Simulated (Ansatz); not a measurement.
CH7AlBN, SMILES `[BH2][Al]([CH3])[NH2]`. Total charge 0; spin multiplicity 1. The structure was optimised at the PBE0-D4/def2-TZVP level. It is one conformer, not always the lowest.

```xyz
11

B     0.550   -0.383   -2.068
Al   -0.047    0.146   -0.092
C     0.181   -1.035    1.455
N    -0.790    1.736    0.184
H    -0.170   -0.954   -2.841
H     1.647   -0.163   -2.504
H    -0.184   -0.579    2.380
H    -0.356   -1.979    1.317
H     1.233   -1.295    1.607
H    -1.101    2.071    1.082
H    -0.963    2.435   -0.519
```

(1) What is the dipole moment at B3LYP/def2-TZVPP? (An estimate is asked.)

(2) And with PBE, r2SCAN, ωB97M-V? (Estimate.)

(3) Give the Mulliken charges with B3LYP, r2SCAN, PBE in def2-TZVPP. (An estimate is asked.)

## Answers

(1) Computed: 0.89 D, with components (-0.38, 0.69, 0.40) D in this frame, pointing from negative to positive charge.

(2) Computed: PBE 0.95 D, r2SCAN 0.92 D, ωB97M-V 0.88 D.

(3) The calculation gave: 
| atom | B3LYP | r2SCAN | PBE |
| --- | --- | --- | --- |
| B1 | -0.12 | -0.10 | -0.13 |
| Al2 | 0.39 | 0.49 | 0.36 |
| C3 | -0.45 | -0.39 | -0.44 |
| N4 | -0.41 | -0.47 | -0.40 |
| H5 | 0.04 | 0.00 | 0.03 |
| H6 | 0.04 | 0.00 | 0.03 |
| H7 | 0.08 | 0.05 | 0.09 |
| H8 | 0.09 | 0.06 | 0.09 |
| H9 | 0.09 | 0.06 | 0.09 |
| H10 | 0.12 | 0.14 | 0.13 |
| H11 | 0.12 | 0.14 | 0.13 |

B3LYP here is the variant with VWN-RPA as its local correlation; programs differ in this.
